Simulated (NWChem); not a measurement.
[CH3][Be][Br] (CH3BeBr), optimised at B3LYP/6-31G* with NWChem:

- highest occupied level (eV) = -8.34
- orbital gap (eV) = 8.34
- dipole (D) = 1.37
- highest harmonic frequency (cm⁻¹) = 3094
- zero-point energy (kcal/mol) = 24.0

Pople sets run with spherical d functions. This build's default masses of Se (78.918 u) and Br (79.917 u) are each other's, which moves their modes by up to 0.6 %.

Question: One Be atom is replaced by Zn, giving [CH3][Zn][Br] (CH3BrZn), optimised at the same level. How do these values move?

Answer: 
| quantity | new value | change |
|---|---|---|
| highest occupied level (eV) | -7.75 | +0.59 |
| orbital gap (eV) | 7.16 | -1.18 |
| dipole (D) | 2.64 | +1.27 |
| highest harmonic frequency (cm⁻¹) | 3134 | +40 |
| zero-point energy (kcal/mol) | 23.0 | -1.0 |
